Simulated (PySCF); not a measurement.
Vertical excitations of a molecule C3H3ClF2 from PySCF 2.14.0 with TDDFT-PBE/def2-SVPD, as energy in eV (oscillator strength): 5.93 (0.009), 6.12 (0.271), 6.39 (0.010), 6.68 (0.000), 7.18 (0.000), 7.35 (0.003), 7.45 (0.007), 7.77 (0.005), 7.80 (0.001), 7.98 (0.054). Lowest triplet (TDA): 4.09 eV. Coordinates come from a B3LYP-D3(BJ)/def2-SVP optimisation. One conformer was computed; it need not be the lowest.

Problem. Identify the compound among the candidates.
A. FC(F)/C=C/Cl
B. F[C@@H]1[C@H](F)[C@H]1Cl
C. C/C(F)=C(\F)Cl
D. C=C(Cl)C(F)F

Solution. A, FC(F)/C=C/Cl
